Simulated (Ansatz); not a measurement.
A structure relaxed at B3LYP-D4/def2-SVP in Ansatz, charge 0, singlet:

```xyz
10

Sb    0.9727   -0.4171    0.8237
C     0.7802   -0.4357   -1.3536
H    -0.2649   -0.6415   -1.6235
H     1.4329   -1.2110   -1.7790
H     1.0812    0.5499   -1.7430
C    -0.6792    0.9899    1.0869
H    -0.9541    1.0420    2.1495
H    -1.5427    0.6521    0.4974
H    -0.3569    1.9857    0.7439
Br   -0.4692   -2.5143    1.1976
```

(1) Give its formula, name or SMILES.

(2) Summarise the bond lengths by kind (pairs closer than 1.2 times the sum of covalent radii, bridged metal pairs left out).

Answers

(1) SbMe2Br (C2H6BrSb).

(2) 2 × C–Sb 2.19 Å; 1 × Br–Sb 2.57 Å; 6 × C–H 1.10 Å.

In the def2 sets Sb takes a core potential; there is no spin–orbit coupling.
